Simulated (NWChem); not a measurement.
# CH4F2O2Si; SMILES C([Si](O)(F)O)F

```xyz
10

O     -1.2317     0.5050     1.1202
Si     0.0186     0.3923     0.0572
O      1.1998     1.4338     0.5062
F     -0.5560     0.7590    -1.4142
C      0.7932    -1.3110    -0.0316
F     -0.1932    -2.2403    -0.3134
H     -2.0629     0.0846     0.8806
H      0.9437     2.3197     0.7795
H      1.2737    -1.5706     0.9279
H      1.5733    -1.3594    -0.8115
```
Atoms are numbered in this order, from 1.

Results from NWChem. Pople sets run with spherical d functions. All runs use the structure optimised with PBE0/def2-SVP. Vzz is the largest principal value of the second derivative of the potential at the nucleus (NWChem prints the opposite sign); η is the asymmetry. Non-relativistic.

Task: What does the run give for Hartree-Fock/6-31G*? Quantities: Vzz O1 (a.u.); η O1; Vzz O3 (a.u.); η O3.

Result: Vzz O1 (a.u.): 1.428
η O1: 0.56
Vzz O3 (a.u.): 1.436
η O3: 0.54
